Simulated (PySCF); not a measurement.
# Predicted spectroscopic data

No relativistic terms, one computed conformer, in vacuum, averaged over atoms made equivalent by symmetry, fast rotation or ring inversion. Geometry from GFN2-xTB; shielding tensors at PBE0/pcSseg-1 (GIAO); PySCF 2.14.

δ = σ(ref) − σ, references computed at the same level: TMS for 1H, 13C. Splittings of carbon signals by F and P are missing where no couplings were computed. Where no couplings were computed, multiplicities follow the n + 1 count of equivalent neighbours, and m marks all less simple cases (inequivalent or close neighbours, rings, F or P nearby). Shifts are as computed. Against solution values, carbons near 30 ppm lie about +3 ppm off and those near 130 ppm about +5 ppm; carbons on Cl a further +6 ppm. Of 1211 compounds with measured shifts, 218 miss one by over three times the rms of a fit or turn the order of signals round; such compounds aren't used in these exercises. Carbons bonded to Cl come out too deshielded. OH and NH positions are gas-phase values without hydrogen bonding to other molecules.

Compound 1 (C8H9OP). 1H NMR (400 MHz, computed): δ 10.24 (m, 1H), 7.97 (m, 1H), 7.93 (m, 1H), 2.97 (m, 3H), 2.73 (s, 3H). 13C{1H} NMR (computed): δ 197.6 (CH), 186.0 (C), 175.1 (C), 145.5 (C), 144.1 (CH), 142.9 (CH), 28.7 (CH3), 26.1 (CH3). Structure: `O=Cc1pc(C)cc(C)c1`.

Compound 2 (C4H7N3O2Si). 1H NMR (400 MHz, computed): δ 9.48 (s, 1H), 5.46 (s, 2H), 5.08 (br s, 1H), 2.71 (s, 3H). 13C{1H} NMR (computed): δ 171.9 (C), 158.5 (C), 158.2 (CH), 22.7 (CH3). Structure: `Cc1ncnnc1O[SiH2]O`.

Compound 3 (C6H3ClO2). 1H NMR (400 MHz, computed): δ 6.96 (d, 1H), 6.51 (s, 1H), 6.21 (d, 1H). 13C{1H} NMR (computed): δ 183.7 (C), 180.9 (C), 161.3 (C), 145.7 (CH), 135.1 (CH), 135.1 (CH). Structure: `O=C1C=CC(Cl)=CC1=O`.

Compound 4 (C4H7N3O2Si). 1H NMR (400 MHz, computed): δ 8.03 (s, 1H), 5.20 (s, 3H), 4.16 (s, 3H). 13C{1H} NMR (computed): δ 167.1, 164.4, 154.5, 54.0. Structure: `COC(=O)c1ncn([SiH3])n1`.
